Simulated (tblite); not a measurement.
Run record: tight-binding relaxation, `CC/C=N\N=C/C(C)(C)C`.

Computed with GFN2-xTB geometry optimisation, gas phase (tblite 0.8.0). Start geometry: from a force field or distance geometry. A driver script takes a list of jobs; this job's settings line and coordinates (Å) are shown.

Command:
```bash
OMP_NUM_THREADS=1 python probes_run.py task.json out
```

Input:
```
{"job": {"kind": "relax", "xc": "GFN2-xTB", "basis": "xTB"}, "charge": 0, "multiplicity": 1}
C      4.318900     0.410800    -0.297400
C      3.113000    -0.518500    -0.293600
C      2.126000     0.059400     0.628000
N      0.858900    -0.167200     0.498200
N      0.333000    -1.006500    -0.479800
C     -0.944400    -0.937600    -0.690600
C     -1.862800    -0.061800     0.036400
C     -3.227000    -0.745800    -0.064900
C     -1.618100     0.091900     1.500900
C     -2.082300     1.273100    -0.668000
H      4.426500     0.837500    -1.312200
H      4.068400     1.260600     0.383200
H      5.197600    -0.130500     0.049000
H      3.380300    -1.530700     0.075100
H      2.676600    -0.517200    -1.292500
H      2.493600     0.722600     1.430900
H     -1.358200    -1.582200    -1.463300
H     -3.059500    -1.795500     0.294000
H     -3.958500    -0.250500     0.594000
H     -3.497300    -0.787500    -1.120200
H     -2.614300    -0.001000     2.042000
H     -0.962300    -0.622000     1.975500
H     -1.307500     1.150600     1.770500
H     -2.444000     1.109200    -1.709800
H     -2.881500     1.864100    -0.142600
H     -1.196100     1.897200    -0.699900
```

Output:
```
step      E/eV     max force
  0    -844.62195    3.122
  1    -845.00180    2.182
  2    -845.14724    0.829
  3    -845.23962    0.644
  4    -845.34987    0.539
  5    -845.37724    0.660
  6    -845.40243    0.397
  7    -845.42435    0.463
  8    -845.44921    0.298
  9    -845.46156    0.316
... (199 lines left out)
209    -846.19829    0.026
210    -846.19842    0.027
211    -846.19853    0.023
212    -846.19860    0.015
213    -846.19865    0.014
214    -846.19870    0.012
215    -846.19873    0.013
216    -846.19876    0.010
217    -846.19878    0.015
218    -846.19879    0.010
```

«max force» is the largest atomic force in eV/Å.

Q: From which step on does the largest force stay under 0.1 eV/Å, and how much energy is left to gain from there?

A: From step 179 (0.066 eV/Å), 8.8 meV above the end.

In short: energy lowered by 36.4 kcal/mol over 218 steps; largest atomic force 0.010 eV/Å at the end.

Q: Give the final coordinates.

A: 1.094 Å rms from the input after alignment:
```
atom  x, y, z in Å
C1     3.9636    0.3831   -0.7256
C2     2.4556    0.5385   -0.5467
C3     2.0359    0.1547    0.8426
N4     1.1027   -0.6380    1.1576
N5     0.4201   -1.4459    0.4305
C6    -0.7838   -1.4275    0.0512
C7    -1.7742   -0.2862    0.1717
C8    -3.1062   -0.7097   -0.4485
C9    -1.9682    0.0382    1.6581
C10   -1.2392    0.9523   -0.5581
H11    4.2577    0.6721   -1.7321
H12    4.4982    1.0111   -0.0161
H13    4.2588   -0.6508   -0.5623
H14    1.9242   -0.0906   -1.2653
H15    2.1779    1.5813   -0.7344
H16    2.5817    0.5911    1.6687
H17   -1.1329   -2.3473   -0.4006
H18   -3.4886   -1.6051    0.0371
H19   -3.8433    0.0824   -0.3361
H20   -2.9851   -0.9167   -1.5099
H21   -2.6251    0.8974    1.7745
H22   -2.4086   -0.8107    2.1769
H23   -1.0122    0.2659    2.1250
H24   -1.0154    0.7174   -1.5970
H25   -1.9810    1.7478   -0.5366
H26   -0.3335    1.3178   -0.0816
```

Q: How long does this job take on one thread of an Arm Neoverse V1 (shared host)?

A: About 2.0 s.
Labels such as C1 count atoms from 1, the log's own numbers from 0.
